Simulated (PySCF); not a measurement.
# Dipole moment and polarisability of `ClB(Cl)[SiH2][SiH2][GeH3]`

BCl2GeH7Si2.
Cartesian coordinates in Å at the PBE0-D3(BJ)/def2-SVP level; atoms count from 1:
```xyz
13
BCl2GeH7Si2 angstrom
Cl    -0.416    2.710    0.732
B     -1.505    1.754   -0.255
Cl    -2.276    2.521   -1.622
Si    -1.731   -0.205    0.152
Si     0.250   -1.244   -0.572
Ge     2.149   -0.299    0.520
H     -2.918   -0.795   -0.537
H     -1.845   -0.413    1.630
H      0.183   -2.712   -0.289
H      0.391   -1.056   -2.051
H      1.895   -0.180    2.033
H      3.381   -1.196    0.294
H      2.448    1.100   -0.045
```

Level: B3LYP/def2-SVPD (PySCF), static field, nuclei fixed, core orbitals frozen in the response. The polarisability tensor in these axes (au):

```
x   152.09  -8.59  14.92
y    -8.59 141.05   0.37
z    14.92   0.37 121.74
```

Q: Give the principal values, the mean and the anisotropy Δα = √{½[(α1 − α2)² + (α2 − α3)² + (α1 − α3)²]}.

A: Principal values 115.10, 138.52 and 161.26 au; mean 138.29 au = 20.49 Å³ = 22.80 × 10⁻⁴⁰ C²·m²/J; Δα = 39.98 au (29 % of the mean).

Q: What is the dipole moment, and where does it point?

A: (-0.14, -0.65, 0.11) D, 0.68 D in size, pointing from the negative to the positive side. Measured along this direction, the outermost atoms are Cl1 at the negative end and H9 at the positive end.

Q: What molar refraction does this α imply?

A: Lorentz–Lorenz: R = (4π/3)N_A α = 2.5225 cm³/(mol·Å³) × 20.49 Å³ = 51.7 cm³/mol, in the limit of long wavelengths.

Q: Find the Langevin capture rate constant for NH4+ (18.034 u) meeting this molecule (217.877 u), k = 2.342 × 10⁻⁹ cm³/s × √(α in Å³ / reduced mass in u).

A: The reduced mass is 16.66 u, so k = 2.60 × 10⁻⁹ cm³/s. The formula leaves out the permanent dipole, which adds to the capture rate.

Q: What would n − 1 = 2πNα be for an ideal gas of these molecules at 298.15 K and 1 atm, electronic part alone?

A: N = p/kT = 2.4615 × 10¹⁹ cm⁻³, so n − 1 = 2π × N × 20.49 × 10⁻²⁴ cm³ = 3169 × 10⁻⁶ at long wavelengths.

Isolated species at its PBE0-D3(BJ)/def2-SVP geometry (one conformer only). The calculation is non-relativistic, for germanium too.

The run behind these numbers computed excited states and ΔSCF ions as well. Hardware: Arm Neoverse N1, one thread (shared host). Cost: 7.5 min of wall time (with the writing of density and orbital grids), 1.1 GiB resident at most.
